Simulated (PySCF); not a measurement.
CH₂Cl₆Si₂, singlet, geometry from GFN2-xTB of the parent state; B3LYP/STO-3G in PySCF.

PySCF was given this input:
```python
from pyscf import gto, scf, dft

mol = gto.Mole()
mol.atom = '''
    Cl    3.08799008   -0.39677225   -1.26569421
    Si    1.47398113    0.29321702   -0.19461162
    Cl    2.17933231    0.66766398    1.66884890
    Cl    0.97661910    2.06905610   -1.02181231
    C     0.10544345   -0.99510331   -0.21573527
    Si   -1.63560367   -0.25343323    0.20330251
    Cl   -2.05187644    0.25737694   -1.98728099
    Cl   -1.20310332   -0.20377725    2.43948372
    Cl   -2.91612256   -1.88424425    0.27626352
    H     0.33616261   -1.78103735    0.50587682
    H     0.05562643   -1.46347131   -1.19988467
'''
mol.basis = 'sto-3g'
mol.verbose = 4
mol.build()

mf = dft.RKS(mol)
mf.xc = 'b3lyp'
mf.kernel()
mf.analyze()
```

What the program printed (banner, timings and long lists left out):

```
PySCF version 2.14.0

[INPUT] verbose = 4
[INPUT] num. atoms = 11
[INPUT] num. electrons = 138
[INPUT] charge = 0
[INPUT] spin (= nelec alpha-beta = 2S) = 0
[INPUT] symmetry False subgroup None
[INPUT] Mole.unit = angstrom
[INPUT] Symbol           X                Y                Z      unit          X                Y                Z       unit  Magmom
[...]
nuclear repulsion = 1313.9225671656
number of shells = 45
number of NR pGTOs = 237
number of NR cGTOs = 79
basis = sto-3g
ecp = {}

******** <class 'pyscf.dft.rks.RKS'> ********
method = RKS
initial guess = minao
damping factor = 0
level_shift factor = 0
DIIS = <class 'pyscf.scf.diis.CDIIS'>
diis_start_cycle = 1
diis_space = 8
diis_damp = 0
SCF conv_tol = 1e-09
SCF conv_tol_grad = None
SCF max_cycles = 50
direct_scf = True
direct_scf_tol = 1e-13
XC library pyscf.dft.libxc version 7.1.2
    S. Lehtola, C. Steigemann, M. J. T. Oliveira, and M. A. L. Marques,  SoftwareX 7, 1–5 (2018)
XC functionals = b3lyp
    P. J. Stephens, F. J. Devlin, C. F. Chabalowski, and M. J. Frisch,  J. Phys. Chem. 98, 11623 (1994)
radial grids:
    Treutler-Ahlrichs [JCP 102, 346 (1995); DOI:10.1063/1.469408] (M4) radial grids

becke partition: Becke, JCP 88, 2547 (1988); DOI:10.1063/1.454033
pruning grids: <function nwchem_prune>
grids dens level: 3
symmetrized grids: False
atomic radii adjust function: <function treutler_atomic_radii_adjust>
small_rho_cutoff = 0
Set gradient conv threshold to 3.16228e-05
Initial guess from minao.
tot grids = 185376
init E= -3341.19835727504
[...]
cycle= 1 E= -3342.13374790712  delta_E= -0.935  |g|= 0.773  |ddm|= 4.25
[...]
cycle= 2 E= -3341.83344548579  delta_E=  0.3  |g|= 1.16  |ddm|=  3.9
[...]
cycle= 3 E= -3342.452182635  delta_E= -0.619  |g|= 0.122  |ddm|=  2.4
[...]
cycle= 4 E= -3342.45714179724  delta_E= -0.00496  |g|= 0.06  |ddm|= 0.378
[...]
cycle= 5 E= -3342.45870506593  delta_E= -0.00156  |g|= 0.00993  |ddm|= 0.126
[...]
cycle= 6 E= -3342.45874413454  delta_E= -3.91e-05  |g|= 0.00194  |ddm|= 0.0188
[...]
cycle= 7 E= -3342.4587457866  delta_E= -1.65e-06  |g|= 0.000403  |ddm|= 0.00382
[...]
cycle= 8 E= -3342.45874588719  delta_E= -1.01e-07  |g|= 6.87e-05  |ddm|= 0.00127
[...]
cycle= 9 E= -3342.45874589015  delta_E= -2.96e-09  |g|= 1.89e-05  |ddm|= 0.000281
[...]
cycle= 10 E= -3342.45874589043  delta_E= -2.78e-10  |g|= 5.88e-06  |ddm|= 8.59e-05
[...]
Extra cycle  E= -3342.45874589044  delta_E= -5.46e-12  |g|= 6.78e-06  |ddm|= 4.64e-05
converged SCF energy = -3342.45874589044
**** SCF Summaries ****
Total Energy =                       -3342.458745890438422
Nuclear Repulsion Energy =            1313.922567165602686
One-electron Energy =                -7246.637875258549684
Two-electron Energy =                 2590.256562202508121
Two-electron Coulomb Energy =         2807.521572966206804
DFT Exchange-Correlation Energy =     -217.265010763698825
HOMO-LUMO gap [eV] =                     3.582105704322545
**** MO energy ****
[...]
 ** Mulliken pop on meta-lowdin orthogonal AOs  **
 ** Mulliken pop  **
 ** Mulliken atomic charges  **
charge of    0Cl =     -0.24067
charge of    1Si =      0.75993
charge of    2Cl =     -0.22212
charge of    3Cl =     -0.22696
charge of    4C =     -0.34796
charge of    5Si =      0.75023
charge of    6Cl =     -0.21659
charge of    7Cl =     -0.21550
charge of    8Cl =     -0.19993
charge of    9H =      0.07966
charge of   10H =      0.07992
Dipole moment(X, Y, Z, Debye): -1.49270, -0.27567,  0.13912
```
